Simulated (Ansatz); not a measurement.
C2H3Sn (`C#[C][SnH2]`) radical. Total charge 0; spin multiplicity 2. Sn: def2 effective core potential. All single points use the PBE0-D4/def2-TZVP geometry.

```xyz
6

C     0.283    1.751   -0.591
C     0.077    0.656   -0.122
Sn   -0.321   -1.132    0.864
H     0.470    2.708   -1.025
H    -1.616   -1.903    0.047
H     1.107   -2.080    0.825
```

Task: What is the dipole moment at r2SCAN/def2-TZVPP? (Estimate.)

Result: The calculation gave: 0.38 D, with components (-0.10, 0.01, 0.37) D in this frame, pointing from negative to positive charge.

Task: And with PBE, B3LYP, ωB97M-V? (An estimate is asked.)

Result: Computed: PBE 0.35 D, B3LYP 0.43 D, ωB97M-V 0.47 D.

Task: Give the Mulliken charges with r2SCAN, B3LYP, PBE in def2-TZVPP. (Estimate.)

Result: Computed: 
```tsv
atom	r2SCAN	B3LYP	PBE
C1	-0.14	-0.01	-0.07
C2	-0.44	-0.55	-0.43
Sn3	0.58	0.55	0.49
H4	0.21	0.23	0.20
H5	-0.10	-0.11	-0.10
H6	-0.10	-0.11	-0.10
```

B3LYP here is the variant with VWN-RPA as its local correlation; programs differ in this.
